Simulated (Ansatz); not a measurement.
`N[SiH](O)F` + `[NH2][GeH2][NH2]` → `[NH2][GeH2][NH][SiH](N)F` + H₂O  (ligand exchange at the Si–O bond)

Calculated with Ansatz (gas phase, PBE0-D4/def2-TZVP geometries, no zero-point term in ΔE). CBS: MP2 limit from def2 TZ/QZ plus the TZ coupled-cluster correction, frozen cores. This one scheme is used for every species. Functionals use def2-TZVPP. For Ge outer-core shells are correlated without core-valence functions, which leaves a few kJ/mol of doubt a bond. Scalar relativity is left out up to krypton. One conformer a species, not always the lowest.

CCSD(T)/CBS gives +21.1 kJ/mol.

(1) Another level gave +31.5 kJ/mol. Which?
A. CCSD/def2-TZVPP
B. HF/def2-TZVPP
C. B2PLYP/def2-TZVPP
D. PBE0-D4/def2-TZVPP

Largest T1 diagnostic among the species: 0.011.

## Answers

(1) C. B2PLYP 31.5, PBE0-D4 20.6, CCSD/def2-TZVPP 25.5, HF/def2-TZVPP 42.9 kJ/mol.

In def2-TZVPP, CCSD(T) changes the Hartree–Fock value by −20.5 kJ/mol (the triples alone add −3.0 kJ/mol) and MP2 by −21.8 kJ/mol. The D4 term adds −14.4 kJ/mol with B3LYP and −8.3 kJ/mol with PBE0; it sums over pairs of atoms, weighted by their polarisabilities, and B3LYP, whose exchange is more repulsive, gets the larger term.

B3LYP here is the variant with VWN-RPA as its local correlation; programs differ in this.
